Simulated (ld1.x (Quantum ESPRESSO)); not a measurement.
## Varying the ultrasoft potential for Mo

Base potential:

- Element: Mo (Z = 42)
- Generator: ld1.x (Quantum ESPRESSO) 7.5
- Type: ultrasoft
- Functional: LDA (PZ)
- Relativity: scalar-relativistic
- Frozen core: [Ar] 3d10
- Valence charge: 14
- Reference configuration: 4s2 4p6 4d4 5s2 5p0
- Partial waves: 4s (bound): rcut 1.50, rcutus 1.90 bohr; 5s (bound): rcut 1.50, rcutus 1.90 bohr; 4p (bound): rcut 1.60, rcutus 1.80 bohr; 5p (bound, empty): rcut 1.60, rcutus 1.80 bohr; 4d (bound): rcut 1.65, rcutus 1.90 bohr; 4d channel at 1.5 Ry: rcut 1.65, rcutus 1.90 bohr
- Local potential: all-electron potential smoothed inside 1.85 bohr (lloc = -2)
- Core correction: none
- Augmentation charge: PSQ, inside the norm-conserving radii

Cutoffs, loose and tight: the cutoffs (Ry, on a coarse ladder) from which the occupation-weighted sum of valence levels, in a spherical-Bessel basis at the reference potential, stays within 10 and 1 mRy of its value at 400 Ry. They do not see the model core or the augmentation charge, which bear on the density cutoff. Test errors are all-electron minus pseudo excitation energies from the reference, over the configurations 4s2 4p6 4d5 5s1 5p0; 4s2 4p6 4d5 5s0 5p0; 4s2 4p6 4d4 5s0 5p0; 4s2 4p6 4d5 5s0 5p1; 4s2 4p6 4d6 5s0 5p0; 4s1 4p6 4d5 5s1 5p0; 4s2 4p6 4d5 5s0.5 5p0 (two spin-polarised tests are not counted in the largest error). A dash means not determined; rows that change the core or the reference have their own tests. The largest error is taken over the tests solved by every variant that gives reliable tests at all: 4s2 4p6 4d4 5s0 5p0; 4s2 4p6 4d5 5s0 5p0; 4s2 4p6 4d5 5s0 5p1; 4s2 4p6 4d5 5s1 5p0; 4s2 4p6 4d6 5s0 5p0.

A true bound ghost makes a file unfit for plane-wave use even where its test errors are small: the radial tests pick states by their node count and pass the ghost by.

Cutoffs are not given where the Bessel-basis levels miss the radial ones by over 6 mRy, ghosts where they miss by over 20 mRy; a channel whose overlap is not positive is not tested.

| change | outcome | cutoff, loose | cutoff, tight | bound ghosts | largest test error (meV) |
| --- | --- | --- | --- | --- | --- |
| base | generated | 30 Ry | 50 Ry | none | -4.1 |
| local potential all-electron potential smoothed inside 1.00 bohr (lloc = -2) | generated | 30 Ry | 50 Ry | none | -3.8 |
| local potential all-electron potential smoothed inside 1.78 bohr (lloc = -2) | generated | 30 Ry | 50 Ry | none | -4.2 |
| local potential all-electron potential smoothed inside 1.92 bohr (lloc = -2) | generated | 30 Ry | 50 Ry | none | -4.1 |
| local potential all-electron potential smoothed inside 2.12 bohr (lloc = -2) | generated | 30 Ry | 50 Ry | none | -4.1 |

Task: What comes out with this change to the base: local potential all-electron potential smoothed inside 1.46 bohr (lloc = -2)?

Result: outcome: generated, overlap not positive; bound ghosts: not determined (overlap not positive); largest test error (meV): -4.0. A file whose overlap is not positive is unfit for use, and its test errors describe a broken file.

Task: What comes out with this change to the base: local potential all-electron potential smoothed inside 1.20 bohr (lloc = -2)?

Result: outcome: generated; cutoff, loose: 30 Ry; cutoff, tight: 50 Ry; bound ghosts: d; largest test error (meV): -5.6.

Task: What comes out with this change to the base: local potential all-electron potential smoothed inside 0.76 bohr (lloc = -2)?

Result: outcome: generated, overlap not positive; bound ghosts: s (p not tested, overlap not positive); largest test error (meV): -3.5. A file whose overlap is not positive is unfit for use, and its test errors describe a broken file.

Reading the sweep of the rcloc (base included, trends over the rows without a ghost): The loose cutoff stays near 30 Ry. The median size of the test errors (rows with all tests solved) stays near 3.8 meV. Bound ghosts are found at 0.76, 1.2 bohr.
